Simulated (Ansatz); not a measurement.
A run on `[NH2][Mo](=[O])(=[O])[Cl]` with other settings.

```yaml
crystal:
  periodic: [false, false, false]
  atoms:
    - {symbol: N, position_ang: [-0.673353, 0.700048, 0.674959]}
    - {symbol: Mo, position_ang: [0.430363, -0.478037, -0.351293]}
    - {symbol: O, position_ang: [1.968268, -0.471816, 0.309274]}
    - {symbol: O, position_ang: [-0.232547, -2.013631, -0.287773]}
    - {symbol: Cl, position_ang: [0.523198, 0.223083, -2.504012]}
    - {symbol: H, position_ang: [-0.308361, 1.454775, 1.238211]}
    - {symbol: H, position_ang: [-1.646368, 0.517580, 0.875034]}
basis:
  gaussian: {orbitals: STO-3G}
hamiltonian: {xc: {name: revPBE0}}
```

```sh
$ ansatz run in.yaml --threads 4 --pin off --events-out ev --progress --plain --max-ram 10444MiB
```

It prints (some lines left out):

```
Functional definition: revPBE0
675 factors; integrals over basis functions are off by at most 3.3e-4 eV
mean field evaluation 1: about -125069.1427 eV, gradient 6.6e1 eV
mean field evaluation 2: about -124931.8282 eV, gradient 2.3e2 eV
mean field evaluation 4: about -125080.3182 eV, gradient 8.1e0 eV
mean field evaluation 8: about -125080.5055 eV, gradient 4.1e-1 eV
mean field evaluation 16: about -125080.5061 eV, gradient 2.2e-5 eV
mean field -125080.50613007 eV, -4596.6238176680 hartree, gradient 2.1e-5 eV, S^2 0.000000; 0 other end points of the search recorded, 0 dependent functions left out
reference -125080.50615072 eV, -4596.6238184269 hartree; 42, 42 occupied and 11, 11 virtual orbitals, 675 factors
Total energy: -125080.50615072 eV, -4596.6238184269 hartree
```

Run time 0.75 s (4 threads of an Arm Neoverse V1 on a shared host); peak host memory 0.15 GiB.
